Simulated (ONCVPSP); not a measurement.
**Pseudopotential generation for lead (Pb): ONCV, PBE, scalar-relativistic.**

ONCVPSP 4.0.1 was run on this input:

```
# ATOM AND REFERENCE CONFIGURATION
# atsym  z   nc   nv     iexc    psfile
  Pb 82.00   10    5        4      upf
#
#   n    l    f
    1    0    2.00
    2    0    2.00
    2    1    6.00
    3    0    2.00
    3    1    6.00
    3    2   10.00
    4    0    2.00
    4    1    6.00
    4    2   10.00
    4    3   14.00
    5    0    2.00
    5    1    6.00
    5    2   10.00
    6    0    2.00
    6    1    2.00
#
# PSEUDOPOTENTIAL AND OPTIMIZATION
# lmax
    2
#
#   l,   rc,      ep,       ncon, nbas, qcut
    0    1.50    0.00    4    7   10.40
    1    1.35    0.00    4    8   10.30
    2    1.20    0.00    4    8    8.80
#
# LOCAL POTENTIAL
# lloc, lpopt,  rc(5),   dvloc0
    4    5    0.80   -1.00
#
# VANDERBILT-KLEINMAN-BYLANDER PROJECTORs
# l, nproj, debl
    0    2    1.50
    1    2    1.60
    2    2    3.80
#
# MODEL CORE CHARGE
# icmod, fcfact, rcfact
    3    2.25    1.00
#
# LOG DERIVATIVE ANALYSIS
# epsh1, epsh2, depsh
   -7.00    5.00    0.04
#
# OUTPUT GRID
# rlmax, drl
    6.00    0.01
#
# TEST CONFIGURATIONS
# ncnf
    4
# nvcnf
#   n    l    f
    5
    5    0    2.00
    5    1    6.00
    5    2   10.00
    6    0    2.00
    6    1    1.00
#
    5
    5    0    2.00
    5    1    6.00
    5    2   10.00
    6    0    2.00
    6    1    0.00
#
    5
    5    0    2.00
    5    1    6.00
    5    2   10.00
    6    0    1.00
    6    1    0.00
#
    5
    5    0    2.00
    5    1    6.00
    5    2   10.00
    6    0    2.00
    6    1    1.50
#
```

Command:

```bash
oncvpsp.x < Pb.dat > Pb.out
```

Resulting log (shortened: citation, most of the input echo, consistency checks and plot data are left out):

```
ONCVPSP  (Optimized Norm-Conservinng Vanderbilt PSeudopotential)
scalar-relativistic version 4.0.1

#   n    l    f        energy (Ha)
    1    0    2.00    -3.2390345E+03
    2    0    2.00    -5.7932867E+02
    2    1    6.00    -4.9682245E+02
    3    0    2.00    -1.3906926E+02
    3    1    6.00    -1.1541788E+02
    3    2   10.00    -9.1324673E+01
    4    0    2.00    -3.1486560E+01
    4    1    6.00    -2.3737587E+01
    4    2   10.00    -1.4776623E+01
    4    3   14.00    -4.8836788E+00
    5    0    2.00    -5.2978488E+00
    5    1    6.00    -3.1543832E+00
    5    2   10.00    -7.7824862E-01
    6    0    2.00    -4.4247095E-01
    6    1    2.00    -1.2853929E-01

Reference configufation results
  iterations    22
  all-electron total energy (Ha)   -2.08819075D+04

Begin loop to  construct optimized pseudo wave functions
and semi-local pseudopoentials for all angular momenta

Calculating optimized projector #   1

 for l=   0

    Fraction of norm inside rc  0.979258
    Optimizing pswf for qcut=  10.41 a_B^-1,  ecut=  54.21 Ha
    Residual kinetic energy error=  1.27D-07 Ha

    Energy error per electron        Cutoff
         Ha          eV             Ha
         0.01000     0.27211       27.17
         0.00100     0.02721       34.52
         0.00010     0.00272       40.67
         0.00001     0.00027       45.64

Calculating optimized projector #   2

 for l=   0

    Fraction of norm inside rc  0.128320
    Optimizing pswf for qcut=  10.41 a_B^-1,  ecut=  54.21 Ha
    Residual kinetic energy error=  1.08D-07 Ha

    Energy error per electron        Cutoff
         Ha          eV             Ha
         0.01000     0.27211       24.84
         0.00100     0.02721       33.50
         0.00010     0.00272       40.47
         0.00001     0.00027       45.82

Calculating optimized projector #   1

 for l=   1

    Fraction of norm inside rc  0.875178
    Optimizing pswf for qcut=  10.30 a_B^-1,  ecut=  53.02 Ha
    Residual kinetic energy error=  2.55D-06 Ha

    Energy error per electron        Cutoff
         Ha          eV             Ha
         0.01000     0.27211       29.06
         0.00100     0.02721       38.27
         0.00010     0.00272       44.86
         0.00001     0.00027       49.74

Calculating optimized projector #   2

 for l=   1

    Fraction of norm inside rc  0.029581
    Optimizing pswf for qcut=  10.30 a_B^-1,  ecut=  53.02 Ha
    Residual kinetic energy error=  1.06D-06 Ha

    Energy error per electron        Cutoff
         Ha          eV             Ha
         0.01000     0.27211       11.39
         0.00100     0.02721       31.66
         0.00010     0.00272       40.98
         0.00001     0.00027       47.47

   Wellstate for l =  2  n =  7
     eigenvalue =   3.0218
     asymptotic potential =   3.5218
     half-point radius =  2.9820

Calculating optimized projector #   1

 for l=   2

    Fraction of norm inside rc  0.474831
    Optimizing pswf for qcut=   8.78 a_B^-1,  ecut=  38.57 Ha
    Residual kinetic energy error=  1.34D-04 Ha

    Energy error per electron        Cutoff
         Ha          eV             Ha
         0.01000     0.27211       19.27
         0.00100     0.02721       23.95
         0.00010     0.00272       43.22
         0.00001     0.00027      150.24

Calculating optimized projector #   2

 for l=   2

    Fraction of norm inside rc  0.065926
    Optimizing pswf for qcut=   8.78 a_B^-1,  ecut=  38.57 Ha
    Residual kinetic energy error=  6.66D-05 Ha

    Energy error per electron        Cutoff
         Ha          eV             Ha
         0.01000     0.27211       19.21
         0.00100     0.02721       24.36
         0.00010     0.00272       31.22
         0.00001     0.00027      142.14

Construct Vanderbilt / Kleinmman-Bylander projectors

B matrix Hermiticity error, ll=   0
   1   2    1.1890E-03

  Orthonormal projector coefficients  2.8431E+01  3.1198E+00

B matrix Hermiticity error, ll=   1
   1   2    4.3178E-04

  Orthonormal projector coefficients  2.3106E+01  2.7513E+00

B matrix Hermiticity error, ll=   2
   1   2   -6.4167E-04

  Orthonormal projector coefficients  1.4999E+01  1.6372E+00

Model core correction analysis
  based on d2Exc/dn_idn_j

d2excae - all-electron derivatives

   -3.133266D-02   -2.694510D-02   -1.582509D-02   -2.160550D-03
   -1.057068D-03
   -2.694516D-02   -2.624638D-02   -1.875850D-02   -2.895674D-03
   -1.066336D-03
   -1.582516D-02   -1.875854D-02   -1.948456D-02   -8.700661D-03
   -3.283317D-03
   -2.160511D-03   -2.895529D-03   -8.700208D-03   -2.307774D-02
   -1.701711D-02
   -1.057075D-03   -1.066297D-03   -3.282864D-03   -1.701558D-02
   -2.264537D-02

d2excps - pseudofunction derivatives with no core correction

   -4.849708D-02   -3.549843D-02   -1.907042D-02   -4.177600D-03
   -1.646399D-03
   -3.549974D-02   -3.165760D-02   -2.112981D-02   -3.872216D-03
   -1.424411D-03
   -1.907092D-02   -2.112994D-02   -2.054379D-02   -9.061328D-03
   -3.437386D-03
   -4.177908D-03   -3.872104D-03   -9.060871D-03   -2.331656D-02
   -1.708430D-02
   -1.646525D-03   -1.424389D-03   -3.436933D-03   -1.708278D-02
   -2.267017D-02

rms 2nd derivative error    4.538924E-03

rmatch, rhocmatch    0.7185   29.2398

Teter function model core charge with specified parameters

d2excps - pseudofunction derivatives with core correction

   -4.043646D-02   -3.267831D-02   -1.841173D-02   -3.238095D-03
   -1.445113D-03
   -3.267867D-02   -3.031291D-02   -2.072722D-02   -3.553081D-03
   -1.331958D-03
   -1.841206D-02   -2.072734D-02   -2.041187D-02   -8.990392D-03
   -3.409260D-03
   -3.238143D-03   -3.552957D-03   -8.989933D-03   -2.320502D-02
   -1.706145D-02
   -1.445156D-03   -1.331933D-03   -3.408807D-03   -1.705993D-02
   -2.266397D-02

rms 2nd derivative error    2.764073E-03

Pseudoatom total energy -193.856910

Diagnostic tests using Vanderbilt-Kleinman-Bylander pseudopotentials
  1 or more projectors used as specified by nproj input data

   l    rcore       rmatch      e in        delta e   norm test  slope test

   0   1.5085653   1.5543687  -5.2978488   0.0000327   1.0004689   1.0004400
   0   1.5085653   1.5543687  -0.4424710   0.0000082   1.0000560   1.0000365

   1   1.3545669   1.3956945  -3.1543832  -0.0000109   1.0002546   1.0002693
   1   1.3545669   1.3956945  -0.1285393   0.0000098   1.0001057   1.0000938

   2   1.2018240   1.2383139  -0.7782486   0.0000085   1.0001613   1.0001998
   2   1.2018240   1.2383139   3.0217514   0.0000189   1.0006858   1.0006858

 Testing for bound ghosts
   n   l    E NL Schr. Eq   E Basis Diag.   E Cutoff

       0                       -7.722330     84.17  WARNING - GHOST(-)
   1   0       -5.297816       -5.297793     84.17
   2   0       -0.442463       -0.418018     84.17

   2   1       -3.154394       -3.154389    165.67
   3   1       -0.128530        0.051473    165.67

   3   2       -0.778240       -0.772113    238.04

 Testing for highly-localized positive-energy ghosts
       l    <radius>/rc     E Basis Diag.   E Cutoff

       1        0.525682        8.615008    165.67  WARNING - GHOST(+)

Test configuration 0

   n   l     f        eae           eps        diff
   1   0  2.0000-3239.03445423
   2   0  2.0000 -579.32866961
   2   1  6.0000 -496.82245232
   3   0  2.0000 -139.06925552
   3   1  6.0000 -115.41787571
   3   2 10.0000  -91.32467310
   4   0  2.0000  -31.48655995
   4   1  6.0000  -23.73758743
   4   2 10.0000  -14.77662339
   4   3 14.0000   -4.88367876
   5   0  2.0000   -5.29784881   -5.29781610    3.27D-05
   5   1  6.0000   -3.15438321   -3.15439416   -1.09D-05
   5   2 10.0000   -0.77824862   -0.77824014    8.48D-06
   6   0  2.0000   -0.44247095   -0.44246272    8.24D-06
   6   1  2.0000   -0.12853929   -0.12852950    9.79D-06

    Total energies and differences
      AE_ref= -2.08819075D+04  AE_tst= -2.08819075D+04  dif=  0.00D+00
      PS_ref= -1.93856910D+02  PS_tst= -1.93856910D+02  dif= -2.84D-14
      PSP excitation error=  2.84D-14

Test configuration 1

   n   l     f        eae           eps        diff
   1   0  2.0000-3239.31894274
   2   0  2.0000 -579.61223514
   2   1  6.0000 -497.10609266
   3   0  2.0000 -139.35262244
   3   1  6.0000 -115.70125137
   3   2 10.0000  -91.60800694
   4   0  2.0000  -31.76984434
   4   1  6.0000  -24.02086295
   4   2 10.0000  -15.05986909
   4   3 14.0000   -5.16689211
   5   0  2.0000   -5.58083460   -5.58092737   -9.28D-05
   5   1  6.0000   -3.43752466   -3.43758039   -5.57D-05
   5   2 10.0000   -1.06031038   -1.06029248    1.79D-05
   6   0  2.0000   -0.70661687   -0.70661029    6.57D-06
   6   1  1.0000   -0.36222222   -0.36220638    1.58D-05

    Total energies and differences
      AE_ref= -2.08819075D+04  AE_tst= -2.08816658D+04  dif=  2.42D-01
      PS_ref= -1.93856910D+02  PS_tst= -1.93615158D+02  dif=  2.42D-01
      PSP excitation error= -9.80D-05

Test configuration 2

   n   l     f        eae           eps        diff
   1   0  2.0000-3239.65592507
   2   0  2.0000 -579.94728826
   2   1  6.0000 -497.44129063
   3   0  2.0000 -139.68721944
   3   1  6.0000 -116.03586365
   3   2 10.0000  -91.94254402
   4   0  2.0000  -32.10419988
   4   1  6.0000  -24.35518634
   4   2 10.0000  -15.39411758
   4   3 14.0000   -5.50105429
   5   0  2.0000   -5.91422626   -5.91466278   -4.37D-04
   5   1  6.0000   -3.77095058   -3.77112952   -1.79D-04
   5   2 10.0000   -1.39084196   -1.39080783    3.41D-05
   6   0  2.0000   -1.00851265   -1.00852574   -1.31D-05

    Total energies and differences
      AE_ref= -2.08819075D+04  AE_tst= -2.08811717D+04  dif=  7.36D-01
      PS_ref= -1.93856910D+02  PS_tst= -1.93120848D+02  dif=  7.36D-01
      PSP excitation error= -3.19D-04

Test configuration 3

   n   l     f        eae           eps        diff
   1   0  2.0000-3240.10002336
   2   0  2.0000 -580.38714100
   2   1  6.0000 -497.88124369
   3   0  2.0000 -140.12685362
   3   1  6.0000 -116.47550149
   3   2 10.0000  -92.38198669
   4   0  2.0000  -32.54357021
   4   1  6.0000  -24.79442974
   4   2 10.0000  -15.83313271
   4   3 14.0000   -5.93987984
   5   0  2.0000   -6.35113799   -6.35314793   -2.01D-03
   5   1  6.0000   -4.20697571   -4.20765027   -6.75D-04
   5   2 10.0000   -1.81672019   -1.81659695    1.23D-04
   6   0  1.0000   -1.37769866   -1.37788953   -1.91D-04

    Total energies and differences
      AE_ref= -2.08819075D+04  AE_tst= -2.08799807D+04  dif=  1.93D+00
      PS_ref= -1.93856910D+02  PS_tst= -1.91929251D+02  dif=  1.93D+00
      PSP excitation error= -8.57D-04

Test configuration 4

   n   l     f        eae           eps        diff
   1   0  2.0000-3239.16890674
   2   0  2.0000 -579.46277859
   2   1  6.0000 -496.95659030
   3   0  2.0000 -139.20329340
   3   1  6.0000 -115.55191714
   3   2 10.0000  -91.45869793
   4   0  2.0000  -31.62057281
   4   1  6.0000  -23.87159821
   4   2 10.0000  -14.91062420
   4   3 14.0000   -5.01766913
   5   0  2.0000   -5.43177953   -5.43178583   -6.29D-06
   5   1  6.0000   -3.28839569   -3.28842051   -2.48D-05
   5   2 10.0000   -0.91191141   -0.91189907    1.23D-05
   6   0  2.0000   -0.56864314   -0.56863398    9.16D-06
   6   1  1.5000   -0.23997032   -0.23995712    1.32D-05

    Total energies and differences
      AE_ref= -2.08819075D+04  AE_tst= -2.08818159D+04  dif=  9.16D-02
      PS_ref= -1.93856910D+02  PS_tst= -1.93765301D+02  dif=  9.16D-02
      PSP excitation error= -3.46D-05
```

Note: ghosts flagged at negative energy: s at -210.1 eV; GHOST(+) flagged for p at 234.4 eV. A true bound ghost makes a file unfit for plane-wave use.

The run took about 7 s on one core of a shared server CPU.
